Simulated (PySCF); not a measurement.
Structure from NMR data

An unknown has the formula C$_{2}$H$_{10}$O$_{3}$Si$_{3}$. Its calculated NMR data are:

$^{1}$H NMR (300 MHz, computed): δ 5.24 (s, 2H), 5.09 (s, 3H), 4.99 (s, 2H), 2.39 (s, 3H).

$^{13}$C{$^{1}$H} NMR (computed): δ 246.4 (C), 37.4 (CH3).

- coordinates at the GFN2-xTB level
- σ from GIAO-PBE0/pcSseg-1
- run in PySCF 2.14.0 with density-fitted response routines
- non-relativistic, single conformer, in vacuum, equivalent nuclei averaged

Chemical shifts δ = σref − σ; TMS for $^{1}$H (σ = 31.72 ppm), $^{13}$C (σ = 186.93 ppm), all at this level.

Deduce the structure.

Answers


- Rings plus π bonds: 1 (no ring in the answer).
- 2 carbon signals for 2 carbons: no two carbons are equivalent.
- Carbon types of the structure: 1 × C, 1 × CH3, leaving 7 H on heteroatoms.
- δC 246.4: carbonyl carbon.
- δC 37.4: methyl carbon α to a carbonyl; the adjacent C=O deshields it moderately.
- δH 5.24: hydrogen on a silicon bonded to C, O.
- δH 5.09: hydrogen on a silicon bonded to O.
- δH 4.99: hydrogen on a silicon bonded to 2 O.
- δH 2.39: hydrogen on a methyl carbon α to a carbonyl; α to C=O.

These data were computed for SMILES CC(=O)[SiH2]O[SiH2]O[SiH3].

The shifts were computed for this structure.

Shifts are as computed. Against solution values, carbons near 30 ppm lie about +3 ppm off and those near 130 ppm about +5 ppm. Of 1211 compounds with measured shifts, 218 miss one by over three times the rms of a fit or turn the order of signals round; such compounds aren't used in these exercises. Multiplicities follow the n + 1 count of equivalent neighbours, as no J values were calculated; m marks all less simple cases, F and P coupling included.
